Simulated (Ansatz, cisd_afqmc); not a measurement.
System: N2H3, charge 0, doublet. N2H3 (SMILES [NH]N, doublet).
B3LYP-D3(BJ)/def2-TZVP minimum from Ansatz (a program for electronic structure):
```xyz
5

N      0.6538    -0.3634     0.0929
N     -0.5533     0.1962    -0.1212
H      1.3346     0.3959     0.0182
H     -0.7098     1.1795     0.0658
H     -1.3281    -0.4050     0.1141
```
Charge 0, spin multiplicity 2.

Atomisation energy term by term, kcal/mol (programs: Ansatz, cisd_afqmc). UHF or UKS for unpaired electrons; spin-orbit terms are left out. Cores are frozen in correlated methods. Rows without X2C or -DK are non-relativistic. AFQMC/CISD: phaseless, guided by CISD from CCSD amplitudes; bars are statistical, one sigma. Outlying blocks are dropped, and bars are widened where a walk drifts. Over all cases where full CI ran beside it in this data, AFQMC minus full CI had a median of +0.1 mEh and passed +0.4 mEh in a tenth of the cases. CBS(X,Y): correlation extrapolated as X^-3, Hartree-Fock from the larger set (Q,5: extrapolated as (X+1)exp(-9√X)). A bracket is a step between two methods taken in the basis named. '+ core + X2C': CCSD(T) terms for core correlation (cc-pwCVTZ) and scalar relativity (cc-pVTZ-DK). For partners of very few electrons the exact lower level stands in for a higher one.

```tsv
term	basis	kcal/mol
Hartree-Fock	CBS(cc-pVQZ,cc-pV5Z)	203.20
CCSD correlation	CBS(cc-pVQZ,cc-pV5Z)	136.26
(T)	CBS(cc-pVQZ,cc-pV5Z)	8.17
CCSDT(Q) - CCSD(T)	cc-pVDZ	0.63
core correlation	cc-pwCVTZ	1.18
scalar relativity	X2C, cc-pVTZ-DK	-0.46
sum: De		349.0
```

The step beyond CCSD(T) by other levels: AFQMC/CISD in cc-pVDZ 0.61 ± 0.13; AFQMC/CISD in cc-pVTZ 0.16 ± 0.14 kcal/mol.
